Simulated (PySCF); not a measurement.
C₂H₂Cl₂, charge -1, doublet, at a GFN2-xTB geometry (a state made from the parent by changing its charge; the spin is typed, not shown lowest) (in this run its highest filled SCF level lies above zero, so its values depend strongly on the basis, on diffuse functions most of all); BLYP/STO-3G in PySCF.

PySCF was given this input:
```python
from pyscf import gto, scf, dft

mol = gto.M(
    atom='''
Cl    2.517382    0.383357    0.050845
C     0.473157   -0.405193   -0.042985
C    -0.471558    0.402854   -0.072443
Cl   -2.518040   -0.382395   -0.003377
H     0.665935   -1.447813   -0.018664
H    -0.664351    1.445495   -0.095718
''',
    basis='sto-3g',
    charge=-1,
    spin=1,
    verbose=4,
)

mf = dft.UKS(mol)
mf.xc = 'blyp'
mf.level_shift = 1.0
mf.max_cycle = 100
mf.kernel()
```

The log (banner, timings and long lists left out):

```
PySCF version 2.14.0

[INPUT] verbose = 4
[INPUT] num. atoms = 6
[INPUT] num. electrons = 49
[INPUT] charge = -1
[INPUT] spin (= nelec alpha-beta = 2S) = 1
[INPUT] symmetry False subgroup None
[INPUT] Mole.unit = angstrom
[INPUT] Symbol           X                Y                Z      unit          X                Y                Z       unit  Magmom
[INPUT]  1 Cl     2.517382000000   0.383357000000   0.050845000000 AA    4.757162530910   0.724439737935   0.096083124804 Bohr   0.0
[INPUT]  2 C      0.473157000000  -0.405193000000  -0.042985000000 AA    0.894137143921  -0.765703797591  -0.081229877464 Bohr   0.0
[INPUT]  3 C     -0.471558000000   0.402854000000  -0.072443000000 AA   -0.891115471848   0.761283728186  -0.136897429642 Bohr   0.0
[INPUT]  4 Cl    -2.518040000000  -0.382395000000  -0.003377000000 AA   -4.758405970700  -0.722621821403  -0.006381605123 Bohr   0.0
[INPUT]  5 H      0.665935000000  -1.447813000000  -0.018664000000 AA    1.258434766762  -2.735970049585  -0.035269848389 Bohr   0.0
[INPUT]  6 H     -0.664351000000   1.445495000000  -0.095718000000 AA   -1.255441440581   2.731589664428  -0.180880805191 Bohr   0.0

nuclear repulsion = 151.996143746773
number of shells = 18
number of NR pGTOs = 90
number of NR cGTOs = 30
basis = sto-3g
ecp = {}

******** <class 'pyscf.dft.uks.UKS'> ********
method = UKS
initial guess = minao
damping factor = 0
level_shift factor = 1.0
DIIS = <class 'pyscf.scf.diis.CDIIS'>
diis_start_cycle = 1
diis_space = 8
diis_damp = 0
SCF conv_tol = 1e-09
SCF conv_tol_grad = None
SCF max_cycles = 100
direct_scf = True
direct_scf_tol = 1e-13
number electrons alpha = 25  beta = 24
XC library pyscf.dft.libxc version 7.1.2
    S. Lehtola, C. Steigemann, M. J. T. Oliveira, and M. A. L. Marques,  SoftwareX 7, 1–5 (2018)
XC functionals = blyp
    A. D. Becke,  Phys. Rev. A 38, 3098 (1988)
    C. Lee, W. Yang, and R. G. Parr,  Phys. Rev. B 37, 785 (1988)
    B. Miehlich, A. Savin, H. Stoll, and H. Preuss,  Chem. Phys. Lett. 157, 200 (1989)
radial grids:
    Treutler-Ahlrichs [JCP 102, 346 (1995); DOI:10.1063/1.469408] (M4) radial grids

becke partition: Becke, JCP 88, 2547 (1988); DOI:10.1063/1.454033
pruning grids: <function nwchem_prune>
grids dens level: 3
symmetrized grids: False
atomic radii adjust function: <function treutler_atomic_radii_adjust>
small_rho_cutoff = 0
Set gradient conv threshold to 3.16228e-05
tot grids = 85616
init E= -986.086754086824

cycle= 1 E= -986.42600614091  delta_E= -0.339  |g|= 0.259  |ddm|=  2.2
cycle= 2 E= -986.509792587078  delta_E= -0.0838  |g|= 0.147  |ddm|= 0.381
cycle= 3 E= -986.53081654928  delta_E= -0.021  |g|= 0.107  |ddm|= 0.165
cycle= 4 E= -986.539469454107  delta_E= -0.00865  |g|= 0.0823  |ddm|= 0.0874
cycle= 5 E= -986.544086668397  delta_E= -0.00462  |g|= 0.0658  |ddm|= 0.0616
cycle= 6 E= -986.546834362385  delta_E= -0.00275  |g|= 0.0528  |ddm|= 0.0449
cycle= 7 E= -986.548521847896  delta_E= -0.00169  |g|= 0.0426  |ddm|= 0.0338
cycle= 8 E= -986.549590877486  delta_E= -0.00107  |g|= 0.0343  |ddm|= 0.0262
cycle= 9 E= -986.550271655874  delta_E= -0.000681  |g|= 0.0275  |ddm|= 0.0205
cycle= 10 E= -986.550708380347  delta_E= -0.000437  |g|= 0.0219  |ddm|= 0.0162
cycle= 11 E= -986.550983282928  delta_E= -0.000275  |g|= 0.0175  |ddm|= 0.0127
cycle= 12 E= -986.551158673958  delta_E= -0.000175  |g|= 0.014  |ddm|= 0.0101
cycle= 13 E= -986.551270239258  delta_E= -0.000112  |g|= 0.0112  |ddm|= 0.00805
cycle= 14 E= -986.551341390435  delta_E= -7.12e-05  |g|= 0.00894  |ddm|= 0.00642
cycle= 15 E= -986.551386941012  delta_E= -4.56e-05  |g|= 0.00715  |ddm|= 0.00512
cycle= 16 E= -986.551416082179  delta_E= -2.91e-05  |g|= 0.00572  |ddm|= 0.0041
cycle= 17 E= -986.55143479144  delta_E= -1.87e-05  |g|= 0.00457  |ddm|= 0.00329
cycle= 18 E= -986.551446799347  delta_E= -1.2e-05  |g|= 0.00366  |ddm|= 0.00264
cycle= 19 E= -986.551454527436  delta_E= -7.73e-06  |g|= 0.00293  |ddm|= 0.00213
cycle= 20 E= -986.551459521745  delta_E= -4.99e-06  |g|= 0.00235  |ddm|= 0.00172
cycle= 21 E= -986.551462750984  delta_E= -3.23e-06  |g|= 0.00188  |ddm|= 0.0014
cycle= 22 E= -986.551464840787  delta_E= -2.09e-06  |g|= 0.00151  |ddm|= 0.00113
cycle= 23 E= -986.551466198722  delta_E= -1.36e-06  |g|= 0.00121  |ddm|= 0.000923
cycle= 24 E= -986.551467084936  delta_E= -8.86e-07  |g|= 0.000975  |ddm|= 0.000756
cycle= 25 E= -986.551467665775  delta_E= -5.81e-07  |g|= 0.000785  |ddm|= 0.000619
cycle= 26 E= -986.551468048226  delta_E= -3.82e-07  |g|= 0.000633  |ddm|= 0.000511
cycle= 27 E= -986.551468300747  delta_E= -2.53e-07  |g|= 0.000511  |ddm|= 0.000421
cycle= 28 E= -986.551468469701  delta_E= -1.69e-07  |g|= 0.000413  |ddm|= 0.000353
cycle= 29 E= -986.551468582854  delta_E= -1.13e-07  |g|= 0.000335  |ddm|= 0.000294
cycle= 30 E= -986.551468659548  delta_E= -7.67e-08  |g|= 0.000272  |ddm|= 0.000249
cycle= 31 E= -986.551468711843  delta_E= -5.23e-08  |g|= 0.000222  |ddm|= 0.00021
cycle= 32 E= -986.551468747994  delta_E= -3.62e-08  |g|= 0.000182  |ddm|= 0.00018
cycle= 33 E= -986.551468773193  delta_E= -2.52e-08  |g|= 0.00015  |ddm|= 0.000154
cycle= 34 E= -986.551468791001  delta_E= -1.78e-08  |g|= 0.000124  |ddm|= 0.000133
cycle= 35 E= -986.551468803783  delta_E= -1.28e-08  |g|= 0.000103  |ddm|= 0.000115
cycle= 36 E= -986.551468813025  delta_E= -9.24e-09  |g|= 8.6e-05  |ddm|= 0.0001
cycle= 37 E= -986.551468819784  delta_E= -6.76e-09  |g|= 7.25e-05  |ddm|= 8.8e-05
cycle= 38 E= -986.551468824804  delta_E= -5.02e-09  |g|= 6.13e-05  |ddm|= 7.71e-05
cycle= 39 E= -986.551468828569  delta_E= -3.77e-09  |g|= 5.21e-05  |ddm|= 6.8e-05
cycle= 40 E= -986.55146883142  delta_E= -2.85e-09  |g|= 4.47e-05  |ddm|= 6e-05
cycle= 41 E= -986.5514688336  delta_E= -2.18e-09  |g|= 3.85e-05  |ddm|= 5.3e-05
cycle= 42 E= -986.551468835279  delta_E= -1.68e-09  |g|= 3.35e-05  |ddm|= 4.71e-05
cycle= 43 E= -986.551468836595  delta_E= -1.32e-09  |g|= 2.94e-05  |ddm|= 4.25e-05
cycle= 44 E= -986.551468837617  delta_E= -1.02e-09  |g|= 2.59e-05  |ddm|= 3.78e-05
cycle= 45 E= -986.551468838425  delta_E= -8.08e-10  |g|= 2.29e-05  |ddm|= 3.37e-05
Extra cycle  E= -986.551468840934  delta_E= -2.51e-09  |g|= 2.34e-05  |ddm|= 0.0003
converged SCF energy = -986.551468840934  <S^2> = 0.75021573  2S+1 = 2.0002157
```
